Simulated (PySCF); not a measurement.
Molecule: SMILES CC/C=C/C(N)=O, C5H9NO.

Bonds (- single, = double, # triple, : aromatic): C1-C2, C2-C3, C3=C4, C4-C5, C5-N6, C5=O7. C1 carries H8, H9, H10; C2 carries H11, H12; C3 carries H13; C4 carries H14; N6 carries H15, H16. Stereochemistry as in CC/C=C/C(N)=O. H16 is cis to the C=O or C=S heteroatom; H15 is trans to the C=O or C=S heteroatom.

Frames of a GFN2-xTB Langevin trajectory at 400 K; GIAO PBE0/pcSseg-1 shieldings in PySCF 2.14.0 with density-fitted response routines, gas phase, non-relativistic; equivalent atoms averaged within each frame.

δ = σ(ref) − σ, references computed at the same level: TMS for 13C (186.93 ppm), 1H (31.72 ppm); NH3 for 15N (267.73 ppm); 17O (336.08 ppm) against H2O. The references are static minima.

**Question.** How do the shifts (ppm) fluctuate along the trajectory?

**Answer.** 
| time (fs) | C5 | C3 | C4 | C2 | C1 | N6 | O7 | H13 | H14 | H15 |
| --- | --- | --- | --- | --- | --- | --- | --- | --- | --- | --- |
| optimised geometry | 165.9 | 159.6 | 126.4 | 32.0 | 16.4 | 114.4 | 383.7 | 7.33 | 5.59 | 4.67 |
| 250 | 168.1 | 154.4 | 131.4 | 26.6 | 22.2 | 106.3 | 398.1 | 7.16 | 5.48 | 4.73 |
| 425 | 173.4 | 162.8 | 127.8 | 33.8 | 14.7 | 134.7 | 407.2 | 7.60 | 6.42 | 5.14 |
| 625 | 169.0 | 169.1 | 130.1 | 34.7 | 17.4 | 113.4 | 422.7 | 8.48 | 6.57 | 4.72 |
| 800 | 166.4 | 161.1 | 129.7 | 35.5 | 13.5 | 119.9 | 389.0 | 7.40 | 5.51 | 4.23 |
| 1000 | 169.3 | 162.0 | 120.6 | 26.7 | 17.6 | 121.0 | 404.1 | 8.33 | 5.13 | 4.45 |
| mean of frames | 169.3 | 161.9 | 127.9 | 31.5 | 17.1 | 119.1 | 404.2 | 7.80 | 5.82 | 4.66 |
| standard deviation | 2.6 | 5.2 | 4.3 | 4.4 | 3.4 | 10.5 | 12.4 | 0.58 | 0.63 | 0.34 |

5 frames give an uncertainty of the mean of about the standard deviation over 2.2 at best, since frames this close in time may not be independent; classical motion lacks zero-point vibration, and the reference would need the same averaging.
